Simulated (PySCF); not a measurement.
A search over the determinants of CsP

Unrestricted PBE0; PySCF, scalar-relativistic core potentials, basis sets Cs def2-SVPD with ECP46, P def2-SVPD. Outer shells of the fragments: Cs 6s1; P 3s2 3p3.

Followed along the bond (rough minima from three points):

| 2Ms+1 | unpaired | ⟨S²⟩ at the start | R at minimum (Å) | Te (eV) |
| --- | --- | --- | --- | --- |
| 3 | π ↑↑ | 2.02 | 3.35 | 0.00 |
| 3 | σ ↑, π ↑ | 2.01 | 3.12 | 0.24 |
| 1 | π ↑↓ | 1.01 | 3.33 | 0.34 |
| 1 | σ ↓, π ↑ | 1.01 | 3.12 | 0.56 |
| 1 | none | 0.00 | 3.32 | 1.44 |

Solutions found at the starting distance of 3.270 Å, counted from the lowest of them; the search is not exhaustive and high or unbound solutions are not listed, so other states can lie among these:

```tsv
2Ms+1	unpaired	term	E (eV)	⟨S²⟩	⟨Lz²⟩	μ (D)
3	π ↑↑	³Σ⁻	0.00	2.02	0.00	-9.05
3	σ ↑, π ↑	³Π	0.27	2.01	1.02	-10.66
1	π ↑↓	mixed	0.34	1.01	2.02	-9.31
1	σ ↓, π ↑	mixed	0.58	1.01	1.02	-10.60
1	none	mixed	1.44	0.00	2.00	-9.32
5	σ ↑↑, π ↑↑	⁵Σ⁻	1.53	6.00	0.00	2.00
3	σ ↑↑, π ↑↓	mixed	2.25	3.02	2.02	2.18
1	σ ↓↓, π ↑↑	mixed	2.26	2.02	0.00	2.37
5	σ ↑, π ↑↑↑	⁵Π	2.65	6.00	1.00	2.82
5	σ ↑, π ↑↑, δ ↑	⁵Δ	3.14	6.00	4.00	0.30
```

A term symbol is given only where ⟨S²⟩ and ⟨Lz²⟩ are close to those of a pure state; real π, δ and φ orbitals otherwise mix terms. A positive dipole means Cs(−)P(+).

Spin–orbit coupling is left out. Counting both spins, an empty level lies below a filled one in some of these solutions, because spin and occupation are held.
